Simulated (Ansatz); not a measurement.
Relaxation of C₂H₈BBrN₂ (14 atoms, charge 0, multiplicity 1), to a largest force component of 0.015 eV/Å in at most 40 steps.

Level of theory: RKS B3LYP/def2-SVP (Ansatz).

```xyz
14
Properties=species:S:1:pos:R:3
C -0.460 -0.883 1.629
B 0.687 -0.706 0.578
Br 2.364 -1.695 0.901
C 0.629 0.223 -0.732
N -0.521 -0.289 -1.607
N 0.335 1.627 -0.353
H -0.188 -1.511 2.450
H -1.361 -1.241 1.101
H -0.753 0.176 2.077
H 1.518 0.141 -1.260
H -0.511 0.258 -2.464
H -1.430 -0.085 -1.124
H -0.674 1.751 0.031
H 0.351 2.207 -1.201
```

Problem. Where does it end, and by what steps?

Solution. The forces met the threshold. The force dipped under the threshold on the way, but the program's further checks kept it going. After 30 steps the energy has fallen by 0.556 eV; H8 moved furthest, 0.87 Å.

```tsv
step	energy less start (eV)	largest force component (eV/Å)	accepted
0	0.0000	4.917	yes
2	-0.5191	0.580	yes
4	-0.5395	0.081	yes
6	-0.5406	0.008	yes
8	-0.5410	0.072	yes
10	-0.5375	0.394	no
12	-0.5425	0.012	yes
14	-0.5412	0.353	no
16	-0.5454	0.034	yes
18	-0.5482	0.183	yes
20	-0.5524	0.048	yes
22	-0.5515	0.095	no
24	-0.5538	0.102	yes
26	-0.5548	0.088	yes
28	-0.5555	0.024	yes
30	-0.5556	0.009	yes
```

```xyz
14
Properties=species:S:1:pos:R:3
C -0.473 -0.770 1.626
B 0.672 -0.618 0.565
Br 2.324 -1.593 0.865
C 0.546 0.294 -0.731
N -0.387 -0.448 -1.588
N 0.231 1.669 -0.359
H -0.590 -1.810 1.971
H -1.453 -0.394 1.291
H -0.186 -0.183 2.520
H 1.510 0.313 -1.262
H -0.386 -0.120 -2.555
H -1.344 -0.388 -1.240
H -0.680 1.731 0.097
H 0.203 2.288 -1.171
```

Whether the end is a true minimum wasn't checked by a vibrational analysis.

The run took 3.1 min on 2 threads of Arm Neoverse V1, on a shared host, peak memory 0.44 GiB.
